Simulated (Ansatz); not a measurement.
A nudged elastic band was laid between two geometries of C4H6STe (12 atoms, charge 0, multiplicity 1).

Computed with RKS PBE-D4/def2-SVP (Ansatz).

| Item | Value |
| --- | --- |
| movable images | 9 |
| climbing image | yes |
| spring | 5.0 eV/Å² |
| optimiser | quadratic models (default) |
| start path | through a guess of the saddle point |
| force threshold | 0.05 eV/Å |
| iteration limit | 48 |
| end points | relaxed |

Image 0:

```xyz
12
Properties=species:S:1:pos:R:3
C -0.376 -1.297 2.362
S -1.333 -0.382 1.104
C -0.071 0.287 0.162
C 0.333 0.731 -0.996
C 0.112 0.864 -2.444
Te 1.840 1.449 0.472
H 0.094 -2.201 1.931
H 0.402 -0.629 2.783
H -1.095 -1.583 3.152
H 0.970 0.453 -3.016
H -0.809 0.321 -2.745
H 0.009 1.932 -2.731
```

Image 10:

```xyz
12
Properties=species:S:1:pos:R:3
C -0.502 -1.051 2.454
S -0.777 -1.448 0.693
C 0.216 -0.274 -0.056
C 0.462 0.478 -1.093
C 0.010 1.059 -2.367
Te 2.330 0.504 0.112
H 0.588 -0.972 2.642
H -1.005 -0.106 2.736
H -0.926 -1.893 3.033
H 0.661 0.730 -3.205
H -1.035 0.750 -2.582
H 0.054 2.167 -2.334
```

Problem. Which bonds break or form, and what moves?

Solution. No bond is made or broken. The dihedral C1–S2–C3–Te6 goes from -50 to 49°. The two ends are copies of one structure, up to a mirror image or an exchange of like atoms.

Problem. Give the energies along the band, and the barrier.

Solution. It converged. The highest image is number 5 of 0 to 10, 0.033 eV above the ends, which have the same energy within 2 meV. A vibrational analysis at the climbing image gives one clearly imaginary mode, 60i cm⁻¹: a first-order saddle point.

```tsv
image	path coordinate (Å)	energy (eV)	dihedral C1–S2–C3–Te6 (°)
0	0.00	0.000	-50
1	0.31	0.003	-42
2	0.62	0.010	-34
3	0.93	0.020	-25
4	1.24	0.029	-14
5	1.54	0.033	-2
6	1.87	0.031	12
7	2.21	0.022	23
8	2.54	0.011	34
9	2.87	0.003	42
10	3.20	0.000	49
```

Problem. What is the geometry of the highest image?

Solution. 
```xyz
12
Properties=species:S:1:pos:R:3
C -0.401 -1.177 2.475
S -1.219 -0.870 0.876
C 0.007 -0.002 0.023
C 0.339 0.586 -1.092
C 0.076 1.011 -2.472
Te 2.044 0.767 0.369
H 0.502 -1.800 2.336
H -0.140 -0.220 2.964
H -1.140 -1.723 3.093
H 0.814 0.574 -3.179
H -0.939 0.685 -2.783
H 0.134 2.115 -2.576
```

The band took 14 iterations and about 11 core-minutes.

The run took 5.7 min on 2 threads of AMD EPYC 7R13 Processor (Zen 3) (shared host), peak memory 0.2 GiB.
